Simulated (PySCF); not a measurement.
Simulation results for CH3Al2Cl, CH3Al2B

All values are calculated (PySCF 2.14.0). Calculation on a computer-drawn molecule: the log of a Hartree-Fock and frozen-core CCSD(T) single point meant for a local Hartree-Fock minimum, with one planted fault or none, to be diagnosed. Offsets are logged minus clean, where the clean run is the same molecule without the fault. The reference is restricted for singlets and unrestricted otherwise, and also for a bond in bohr or an excited solution. Adding or removing an electron swaps singlet and doublet. The excited solution moves the top pair (singlet) or top alpha electron (doublet) to the lowest empty orbital. Highest occupied and lowest empty are orbital energies over both spins, largest force is the largest gradient component, triples share is (T) over the correlation energy, the T1 limit is 0.02 restricted and 0.045 unrestricted, electrons count all cores, a negative frequency is imaginary (commonest isotopes), and the dipole is about the centre of nuclear charge.

Common to all runs: meant charge 0; meant multiplicity 1; meant basis cc-pV(D+d)Z; logged SCF converged yes; logged CC converged yes; logged SCF stable within its kind yes; possible faults no fault, one electron removed, one electron added, multiplicity raised by two, geometry at a saddle point, SCF held on an excited solution, minimal basis STO-3G, one bond length entered in bohr, all coordinates scaled.

```yaml
- entry: 1
  formula: CH3Al2Cl
  logged_structure:
    atoms_angstrom:
      - [Al, -1.4988, 0.438, -0.3969]
      - [C, 0.262, 0.3466, 0.6292]
      - [Al, 1.9516, 1.08, -0.0446]
      - [Cl, 2.2763, 3.2183, 0.0986]
      - [H, 0.0139, 0.8756, 1.5904]
      - [H, 0.4086, -0.7413, 0.8689]
      - [H, 3.1084, 0.2479, -0.7721]
  given:
    logged_electrons: 52
    logged_basis_functions: 98
    logged_spin_squared: 0.0
    "logged_highest_occupied [eV]": -7.8915
    "logged_lowest_empty [eV]": 0.90658
    "logged_largest_force [hartree/bohr]": 0.012198
    logged_T1_diagnostic: 0.012549
    logged_D1_diagnostic: 0.031589
    logged_triples_share: 0.027977
    "logged_dipole_magnitude [debye]": 2.5105
    "logged_energy_HF [hartree]": -983.01864
    "logged_energy_CCSD(T) [hartree]": -983.46932
    drawn_bonds_atom: [1, 2, 3, 2, 2, 3]
    drawn_bonds_other_atom: [2, 3, 4, 5, 6, 7]
    drawn_bonds_order: [1, 1, 1, 1, 1, 1]
  results:
    planted_fault: "all coordinates scaled, by +1.8 %"
    "HF_energy_offset_from_clean_run [kcal/mol]": 1.098
    "CCSD(T)_energy_offset_from_clean_run [kcal/mol]": 0.5011
- entry: 2
  formula: CH3Al2Cl
  logged_structure:
    atoms_angstrom:
      - [Al, -1.4723, 0.4303, -0.3899]
      - [C, 0.2573, 0.3405, 0.618]
      - [Al, 1.9171, 1.0609, -0.0438]
      - [Cl, 2.236, 3.1614, 0.0969]
      - [H, 0.0137, 0.8601, 1.5623]
      - [H, 0.5295, -1.679, 1.0631]
      - [H, 3.0535, 0.2435, -0.7584]
  given:
    logged_electrons: 52
    logged_basis_functions: 98
    logged_spin_squared: 0.8658
    "logged_highest_occupied [eV]": -8.1664
    "logged_lowest_empty [eV]": 0.43924
    "logged_largest_force [hartree/bohr]": 0.020752
    logged_T1_diagnostic: 0.06515
    logged_D1_diagnostic: 0.26879
    logged_triples_share: 0.036879
    "logged_dipole_magnitude [debye]": 1.8811
    "logged_energy_HF [hartree]": -982.90413
    "logged_energy_CCSD(T) [hartree]": -983.34752
    drawn_bonds_atom: [1, 2, 3, 2, 2, 3]
    drawn_bonds_other_atom: [2, 3, 4, 5, 6, 7]
    drawn_bonds_order: [1, 1, 1, 1, 1, 1]
  results:
    planted_fault: "one bond length entered in bohr, row 5 of the drawn bonds"
    "HF_energy_offset_from_clean_run [kcal/mol]": 72.96
    "CCSD(T)_energy_offset_from_clean_run [kcal/mol]": 76.93
  notes: ["T1 above single-reference limit"]
- entry: 3
  formula: CH3Al2B
  logged_structure:
    atoms_angstrom:
      - [Al, -0.9597, 1.8723, 1.7069]
      - [C, -0.476, -0.0008, 4.9422]
      - [B, 0.4026, -1.0597, 4.876]
      - [Al, 1.781, -2.6213, 4.5162]
      - [H, -1.0584, 0.3901, 5.7733]
      - [H, 2.1938, -3.5966, 5.6864]
      - [H, 2.3876, -2.7965, 3.0679]
  given:
    logged_electrons: 40
    logged_basis_functions: 89
    logged_spin_squared: 1.1391
    "logged_highest_occupied [eV]": -5.9494
    "logged_lowest_empty [eV]": 0.55933
    "logged_largest_force [hartree/bohr]": 0.025153
    logged_T1_diagnostic: 0.092919
    logged_D1_diagnostic: 0.43886
    logged_triples_share: 0.04242
    "logged_dipole_magnitude [debye]": 1.1088
    "logged_energy_HF [hartree]": -547.96702
    "logged_energy_CCSD(T) [hartree]": -548.32545
    drawn_bonds_atom: [1, 2, 3, 2, 4, 4]
    drawn_bonds_other_atom: [2, 3, 4, 5, 6, 7]
    drawn_bonds_order: [1, 2, 1, 1, 1, 1]
  results:
    planted_fault: "one bond length entered in bohr, row 1 of the drawn bonds"
    "HF_energy_offset_from_clean_run [kcal/mol]": 60.51
    "CCSD(T)_energy_offset_from_clean_run [kcal/mol]": 73.62
  notes: ["T1 above single-reference limit"]
```
